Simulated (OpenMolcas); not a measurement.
A calculation on Al+.

```yaml
Program: OpenMolcas 26.06
Method: "SS-RASPT2, IPEA 0.25 Eh, imaginary shift 0.1 Eh (closed shells correlated: 2s 2p)"
Basis: ANO-RCC-VTZP [5s4p2d1f]
Scalar_Hamiltonian: DKH2, point nucleus
Active_space: 2 electrons in 9 orbitals (RAS2 3s 3p; RAS3 3d, at most 2 electrons)
State_averaging: 2S+1 = 3 even, 3 roots; 2S+1 = 1 even, 7 roots; 2S+1 = 3 odd, 3 roots; 2S+1 = 1 odd, 3 roots
Spin-orbit_coupling: RASSI with atomic mean-field integrals over the reference wave functions, term energies averaged over their components
```

Which level of the active space comes out lowest?

3s² ¹S₀, with 100 % of that term; it is also the measured ground level.

How high does 3s 3p ³P°₁ lie?

4.561 eV above the lowest level; measured 4.6437 eV above the ground level, so the calculation is off by -2 %.

How high does 3s 3p ³P°₂ lie?

4.573 eV above the lowest level; measured 4.6591 eV above the ground level, so the calculation is off by -2 %.

How high does 3s 3p ³P°₀ lie?

4.555 eV above the lowest level; measured 4.6361 eV above the ground level, so the calculation is off by -2 %.

Measured values: NIST Handbook of Basic Atomic Spectroscopic Data.

Active for correlation alone: 3d; no level in the range computed is led by a configuration that fills it, so any true level of that kind is missing. Measured partners are found by configuration, term and J. A level has none where our copy of the source lacks it or the pairing is in doubt (some pairs that miss far off the trend of their configuration count as doubtful), and it then counts in no deviation. Only configurations of the active space appear.

° marks odd parity.
